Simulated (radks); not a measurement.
Values are calculated unless marked as measured or tabulated.
Problem. The table gives one normalised radial function P(r) = r R(r) of Bi51+ in [Ar] 3d10 4s2 4p2 (r in bohr). Level of theory: non-relativistic Kohn-Sham, LB94 model potential, spin-polarised, spherical densities, point nucleus; open shells are filled with parallel spins first (spin-orbit coupling, left out, can overturn this in heavy ions); relativity is left out, which matters for an element this heavy (a radial shooting solver on a logarithmic mesh with Libxc functionals).

| r | P |
|---|---|
| 0.0008699 | 0.1163 |
| 0.001247 | 0.1614 |
| 0.001773 | 0.2193 |
| 0.002541 | 0.2938 |
| 0.003642 | 0.3815 |
| 0.005221 | 0.4716 |
| 0.007483 | 0.5390 |
| 0.01064 | 0.5380 |
| 0.01525 | 0.4025 |
| 0.02186 | 0.0713 |
| 0.03133 | -0.4266 |
| 0.04491 | -0.8488 |
| 0.06437 | -0.7253 |
| 0.09153 | 0.1877 |
| 0.1312 | 1.2071 |
| 0.188 | 0.7424 |
| 0.2695 | -1.1987 |
| 0.3863 | -1.9948 |
| 0.5493 | -0.9418 |
| 0.7873 | -0.1270 |
| 1.128 | -0.0034 |

Which n and l does it have? It may be an empty orbital.

Solution. n = 4, l = 0: the number of nodes gives n - l - 1 = 3, the rise at small r (about r^(l+1)) gives l, and the extent must fit the shell. The curve is that of 4s up; the table hardly tells the two spins apart. 4s up: eigenvalue -2963.3 eV, 3 radial nodes at r = 0.0232, 0.0865, 0.218 bohr, <r> = 0.364 bohr, 90 % of the charge inside 0.512 bohr.
